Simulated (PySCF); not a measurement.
Job file and geometry (Å, from GFN2-xTB) of an NMR shielding run on `ClB(Cl)C=C1CCC1`, C₅H₇BCl₂, GIAO PBE0/pcSseg-1 NMR shielding, non-relativistic, gas phase (PySCF 2.14.0, density-fitted response routines); density fitting, a coarse starting grid and PySCF grid level 2 are the driver's defaults:

```
$ OMP_NUM_THREADS=1 python probes_run.py task.json out

{"job": {"kind": "nmr", "xc": "PBE0", "basis": "pcSseg-1"}, "charge": 0, "multiplicity": 1}
Cl     4.192610     0.201057     0.623264
B      2.518429     0.613627     0.496384
Cl     2.089311     2.278662     0.658728
C      1.469962    -0.478968     0.248641
C      0.150007    -0.286609     0.131536
C     -0.998111    -1.220790    -0.106492
C     -1.953643    -0.013961    -0.059360
C     -0.746744     0.911367     0.183477
H      1.817630    -1.502524     0.158774
H     -1.141247    -1.959907     0.680702
H     -0.955186    -1.744358    -1.060648
H     -2.483772     0.174603    -0.989591
H     -2.669845    -0.041371     0.758059
H     -0.554077     1.645264    -0.597317
H     -0.739737     1.431896     1.139689
```

Question: Write the output of this run.

Answer: 
```
coarse grid: 14104 points
cycle   1  E = -1139.3181758685  dE =  1.155e+00  |g| = 3.955e-01  |ddm| = 3.677e+00
cycle   2  E = -1139.3212274032  dE = -3.052e-03  |g| = 4.022e-01  |ddm| = 7.306e-01
cycle   3  E = -1139.3614673026  dE = -4.024e-02  |g| = 3.273e-02  |ddm| = 3.521e-01
cycle   4  E = -1139.3616787687  dE = -2.115e-04  |g| = 1.725e-02  |ddm| = 5.581e-02
cycle   5  E = -1139.3617436728  dE = -6.490e-05  |g| = 7.367e-03  |ddm| = 2.253e-02
cycle   6  E = -1139.3617563846  dE = -1.271e-05  |g| = 2.383e-03  |ddm| = 7.651e-03
cycle   7  E = -1139.3617576543  dE = -1.270e-06  |g| = 6.014e-04  |ddm| = 2.363e-03
final grid: 128344 points
cycle   8  E = -1139.4067238738  dE = -4.121e-05  |g| = 8.409e-03  |ddm| = 3.135e-02
cycle   9  E = -1139.4067143021  dE =  9.572e-06  |g| = 1.015e-02  |ddm| = 1.861e-02
cycle  10  E = -1139.4067407352  dE = -2.643e-05  |g| = 1.784e-03  |ddm| = 1.114e-02
cycle  11  E = -1139.4067414320  dE = -6.967e-07  |g| = 5.426e-04  |ddm| = 1.869e-03
cycle  12  E = -1139.4067415027  dE = -7.076e-08  |g| = 8.961e-05  |ddm| = 4.931e-04
cycle  13  E = -1139.4067415045  dE = -1.769e-09  |g| = 2.816e-05  |ddm| = 1.195e-04
cycle  14  E = -1139.4067415047  dE = -2.078e-10  |g| = 6.428e-06  |ddm| = 3.157e-05
converged SCF energy = -1139.4067415047

GIAO shielding tensors (ppm)
atom      isotropic    diamagn.    paramagn.     s11        s22        s33       span
  0 Cl     698.856    1145.821    -446.965    453.893    772.463    870.213    416.320
  1 B       50.031     190.956    -140.926     21.318     41.116     87.657     66.339
  2 Cl     711.726    1148.349    -436.623    473.758    727.822    933.598    459.840
  3 C       55.669     255.079    -199.410    -47.182     62.805    151.383    198.565
  4 C       -7.784     258.466    -266.250   -119.561    -44.729    140.938    260.499
  5 C      151.079     249.600     -98.521    137.412    147.356    168.471     31.059
  6 C      169.429     252.533     -83.103    160.892    165.413    181.984     21.092
  7 C      149.610     248.219     -98.609    142.416    145.988    160.427     18.011
  8 H       25.467      31.800      -6.333     22.491     23.619     30.290      7.799
  9 H       28.653      29.863      -1.210     24.991     27.494     33.475      8.484
 10 H       28.653      30.037      -1.384     24.992     27.495     33.473      8.481
 11 H       29.527      29.961      -0.434     26.582     27.012     34.988      8.406
 12 H       29.527      29.804      -0.277     26.583     27.013     34.985      8.402
 13 H       28.384      30.456      -2.073     23.408     29.670     32.074      8.666
 14 H       28.379      30.323      -1.944     23.396     29.665     32.078      8.682
```

Size and cost of the density-fitted run: 185 basis functions, 24 s wall time on 1 thread of an Arm Neoverse V2, shared host; peak memory 0.82 GiB.
